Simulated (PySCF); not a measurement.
C4H6BF, SMILES C(=C)=CB(F)C. Geometry: B3LYP-D3(BJ)/def2-SVP. The structure was generated by enumeration, and PubChem lists no compound with its InChIKey, so it may never have been made. One conformer was computed; it need not be the lowest.

Computed equilibrium geometry at B3LYP-D3(BJ)/def2-SVP (PySCF confirms it by a frequency run) as Cartesian coordinates in Å (one conformer of several):
```xyz
12

C      2.7418    -0.0327    -0.1537
C      1.4997     0.1817    -0.4961
C      0.2347     0.3824    -0.8096
B     -0.9314    -0.0409     0.1328
C     -2.4486     0.2046    -0.1816
F     -0.6184    -0.6292     1.2939
H      3.3102     0.7137     0.4115
H      3.2494    -0.9664    -0.4185
H      0.0134     0.8649    -1.7715
H     -3.0589    -0.6757     0.0807
H     -2.8111     1.0297     0.4606
H     -2.6470     0.4852    -1.2263
```
Charge 0, spin multiplicity 1.
